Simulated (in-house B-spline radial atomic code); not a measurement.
A calculation on Cl VI (Cl5+): its settings, and results tabulated from the run. Computed with a radial B-spline atomic code at the basis-set limit: scalar-relativistic (X2C) BHandHLYP, spin-polarised, spherical fractional occupations, Fermi nucleus of rms radius 3.3654 fm.

Command:
```bash
python run_scf.py task.json out
```
Settings (nuclear radius in fm, mass in u):
```
Z                17
configuration    [Ne] 3s2
hamiltonian      x2c
method           bhandhlyp
spin_polarised   True
nucleus          fermi
rms_radius       3.3654
atomic_mass      34.96885
speed_of_light   137.035999084
```

Output (hartree, bohr):
```
 radial grid: 67 intervals, B-splines of order 8, outer radius 12.1053 bohr

 iter        energy (Eh)    residual
    1        -450.191568    6.35e-01
    2        -454.048168    1.96e-01
    3        -454.315523    7.20e-02
    4        -454.353316    2.63e-02
    5        -454.358833    7.02e-03
    6        -454.359271    5.59e-05
    7        -454.359271    6.91e-06
    8        -454.359271    1.35e-07

 total energy                      -454.35927
 kinetic                             456.8160
 electron-nucleus                  -1045.9895
 Hartree                             160.8780
 exact exchange                      -12.7633
 exchange-correlation                -13.3004

 orbital      occ     eigenvalue          <r>       <r^2>       <1/r>       r_max
 1s up      1.000      -106.4634     0.090679   0.0110764     16.7855     0.05926
 1s down    1.000      -106.4634     0.090679   0.0110764     16.7855     0.05926
 2s up      1.000       -13.0942     0.439165     0.22861     3.35487      0.3598
 2s down    1.000       -13.0942     0.439165     0.22861     3.35487      0.3598
 2p up      3.000       -10.6832     0.402833    0.201404     3.22721      0.3007
 2p down    3.000       -10.6832     0.402833    0.201404     3.22721      0.3007
 3s up      1.000        -3.4100      1.31581     1.96938     1.05534       1.177
 3s down    1.000        -3.4100      1.31581     1.96938     1.05534       1.177
```

Cost of the run: 0.28 s on 1 thread of Intel(R) Xeon(R) Platinum 8488C, on a shared host.
